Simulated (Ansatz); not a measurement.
Relaxation of CH9NOSi2 (14 atoms, charge 0, multiplicity 1), to a largest force component of 0.015 eV/Å in at most 40 steps.

Method: RKS PBE-D4/STO-3G in Ansatz.

```xyz
14
Properties=species:S:1:pos:R:3:forces:R:3
C -1.790 0.812 1.249 -1.82 3.92 0.09
Si -0.806 1.212 -0.251 1.03 1.93 -0.63
O 0.508 0.252 -0.380 0.37 -1.32 -0.21
Si 2.169 0.265 -0.296 -1.69 7.53 0.62
N 2.717 -1.215 -0.652 2.08 -3.46 -2.01
H -2.704 1.540 1.282 1.62 -1.39 -0.04
H -1.238 0.992 2.163 0.38 -0.15 0.65
H -2.174 -0.155 1.216 -0.96 -2.66 0.19
H -0.352 2.645 -0.166 -0.51 -0.64 -0.07
H -1.615 1.042 -1.454 -0.18 -0.02 -0.04
H 2.669 1.288 -1.324 -0.22 -0.98 0.97
H 2.571 0.642 1.068 0.16 -0.09 -0.13
H 2.249 -1.825 0.017 -0.47 -1.89 0.87
H 2.305 -1.446 -1.588 0.20 -0.78 -0.26
```

Problem. Where does it end, and by what steps?

Solution. It converged. The force dipped under the threshold on the way, but the program's further checks kept it going. Limits of this set-up: minimal basis. After 19 steps the energy has fallen by 1.161 eV; H12 moved furthest, 1.31 Å.

| step | energy less start (eV) | largest force component (eV/Å) | accepted |
| --- | --- | --- | --- |
| 0 | 0.0000 | 7.528 | yes |
| 1 | -0.8041 | 2.859 | yes |
| 2 | -0.9581 | 0.740 | yes |
| 3 | -1.0450 | 0.795 | yes |
| 4 | -1.1007 | 0.535 | yes |
| 5 | -1.1156 | 0.278 | yes |
| 6 | -1.1272 | 0.243 | yes |
| 7 | -1.1379 | 0.162 | yes |
| 8 | -1.1464 | 0.303 | yes |
| 9 | -1.1511 | 0.115 | yes |
| 10 | -1.1541 | 0.030 | yes |
| 11 | -1.1559 | 0.055 | yes |
| 12 | -1.1571 | 0.090 | yes |
| 13 | -1.1582 | 0.069 | yes |
| 14 | -1.1592 | 0.078 | yes |
| 15 | -1.1598 | 0.088 | yes |
| 16 | -1.1603 | 0.075 | yes |
| 17 | -1.1608 | 0.036 | yes |
| 18 | -1.1610 | 0.015 | yes |
| 19 | -1.1611 | 0.008 | yes |

```xyz
14
Properties=species:S:1:pos:R:3
C -1.500 1.146 1.275
Si -0.914 1.118 -0.520
O 0.241 -0.106 -0.843
Si 1.741 0.081 -0.020
N 2.913 -1.105 -0.655
H -2.322 1.873 1.392
H -0.696 1.440 1.969
H -1.877 0.161 1.595
H -0.400 2.451 -0.848
H -2.045 0.822 -1.392
H 2.306 1.416 -0.224
H 1.607 -0.181 1.415
H 2.494 -2.075 -0.548
H 2.961 -0.994 -1.711
```

The run took 28 s on 1 thread of AMD EPYC 9R45 96-Core Processor (Zen 5) (shared host), peak memory 0.17 GiB.
